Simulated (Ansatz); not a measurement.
System: pentane-3-selenol, C$_{5}$H$_{12}$Se, charge 0, multiplicity 1. 
Structure (B3LYP-D3(BJ)/def2-TZVP (Ansatz, a quantum-chemistry and plane-wave program) minimum search):
```xyz
18

C     -2.6213    -0.8198    -0.0032
C     -1.2700    -1.2889    -0.5290
C     -0.0563    -0.7119     0.1974
Se     0.0557     1.2723     0.0016
C      1.2458    -1.3994    -0.2093
C      2.4583    -1.0428     0.6422
H     -2.7305    -1.0588     1.0576
H     -3.4359    -1.3087    -0.5400
H     -2.7363     0.2581    -0.1158
H     -1.1850    -1.0680    -1.5973
H     -1.2105    -2.3797    -0.4393
H     -0.1982    -0.8194     1.2769
H      0.2392     1.2240    -1.4595
H      1.4495    -1.1837    -1.2626
H      1.0719    -2.4800    -0.1493
H      2.2782    -1.2788     1.6941
H      3.3358    -1.6061     0.3205
H      2.6903     0.0198     0.5738
```

Basis-set convergence of Hartree-Fock and CCSD(T) correlation energies (hartree) with Ansatz. Valence correlation only, unless marked. No spin-orbit coupling. Frozen are the shells of the preceding noble gas and the d and f shells that filled before the atom's block. No relativistic terms.

```csv
basis,functions,E(HF),"E(corr, CCSD(T))"
aug-cc-pVDZ,259,-2596.16127,-1.00524
aug-cc-pVTZ,565,(withheld),(withheld)
```

Complete the blanks.


- aug-cc-pVTZ, E(HF): -2596.28288
- aug-cc-pVTZ, E(corr, CCSD(T)): -1.18284
